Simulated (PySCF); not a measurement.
# Electronic absorption of (CH3)3CCF2CH3

Compound: (CH3)3CCF2CH3, C6H12F2.
Bonds: C1–C2, C2–C3, C2–C4, C2–C5, C5–C6, C5–F7, C5–F8. Hydrogens: H9, H10, H11 on C1; H12, H13, H14 on C3; H15, H16, H17 on C4; H18, H19, H20 on C6.

Method used: TDDFT CAM-B3LYP/def2-SVPD, vertical, gas phase, core orbitals frozen in the response (PySCF 2.14.0, density-fitted response routines). Isolated species at its PBE0-D3(BJ)/def2-SVP geometry, gas phase. Torsions of this conformer, `[CH3:1][C:2]([CH3:3])([CH3:4])[C:5]([CH3:6])([F:7])[F:8]`: C1–C2–C5–C6 179°.

Question: What does the calculation give for the low-lying excited states?

Answer: 

```json
{"state": "S1", "E (eV)": "8.97", "ν̃ (cm⁻¹)": "72360", "f": "0.011", "symmetry": "A′", "main configurations (H = HOMO, L = LUMO)": "H→L (95%)"}
{"state": "S2", "E (eV)": "9.40", "ν̃ (cm⁻¹)": "75780", "f": "0.063", "symmetry": "A′", "main configurations (H = HOMO, L = LUMO)": "H-1→L (88%)"}
{"state": "S3", "E (eV)": "9.41", "ν̃ (cm⁻¹)": "75860", "f": "0.069", "symmetry": "A″", "main configurations (H = HOMO, L = LUMO)": "H-2→L (89%)"}
{"state": "S4", "E (eV)": "9.78", "ν̃ (cm⁻¹)": "78890", "f": "0.162", "symmetry": "A′", "main configurations (H = HOMO, L = LUMO)": "H→L+1 (91%)"}
{"state": "S5", "E (eV)": "9.90", "ν̃ (cm⁻¹)": "79830", "f": "0.0061", "symmetry": "A″", "main configurations (H = HOMO, L = LUMO)": "H→L+2 (48%), H-3→L (32%)"}
{"state": "S6", "E (eV)": "9.98", "ν̃ (cm⁻¹)": "80490", "f": "0.0035", "symmetry": "A″", "main configurations (H = HOMO, L = LUMO)": "H-3→L (35%), H→L+2 (35%)"}
{"state": "S7", "E (eV)": "10.01", "ν̃ (cm⁻¹)": "80710", "f": "0.058", "symmetry": "A′", "main configurations (H = HOMO, L = LUMO)": "H→L+3 (84%)"}
{"state": "S8", "E (eV)": "10.21", "ν̃ (cm⁻¹)": "82310", "f": "0.0001", "symmetry": "–", "main configurations (H = HOMO, L = LUMO)": "H→L+6 (61%)"}
{"state": "S9", "E (eV)": "10.24", "ν̃ (cm⁻¹)": "82570", "f": "0.019", "symmetry": "A′", "main configurations (H = HOMO, L = LUMO)": "H-1→L+1 (44%), H-2→L+2 (12%), H-1→L+3 (10%)"}
{"state": "S10", "E (eV)": "10.31", "ν̃ (cm⁻¹)": "83150", "f": "0.0006", "symmetry": "–", "main configurations (H = HOMO, L = LUMO)": "H-1→L+2 (34%), H-2→L+1 (32%), H-2→L+3 (12%)"}
```

Triplets (Tamm–Dancoff): T1 8.83 eV, H→L (90%); T2 9.18 eV, H-1→L (84%); T3 9.21 eV, H-2→L (85%); T4 9.57 eV, H→L+1 (80%).

The lowest singlet comes at 138 nm (866 kJ/mol) in the vacuum ultraviolet; it is weak; its leading configuration is HOMO→LUMO (95%). The most intense listed level is S4 at 9.78 eV (127 nm, f = 0.162), 0.81 eV above S1. S2/S3 lie within about 0.01 eV of each other. Löwdin shares by element: HOMO carbon 37% or more, fluorine 22% (atoms not listed hold the other 40%); LUMO carbon 41% or more (atoms not listed hold the other 59%). Of the 10 states listed, 6 reach f = 0.01 and 1 stays under 0.0005. The listed states span 1.34 eV, and the widest gap between neighbours is 0.42 eV (S1 to S2). Orbital energies (eV): HOMO-3 -11.74, HOMO-2 -11.01, HOMO-1 -10.98, HOMO -10.44, LUMO 1.22, LUMO+1 1.94, LUMO+2 2.13. The vertical ionisation energy (ΔSCF) is 11.15 eV, 0.84 eV above S10. Symmetry labels in Cs follow from the direction of the transition dipole and are given only for states with f of 0.002 or more. Only the lowest 10 singlets were computed, as vertical energies without vibronic structure.
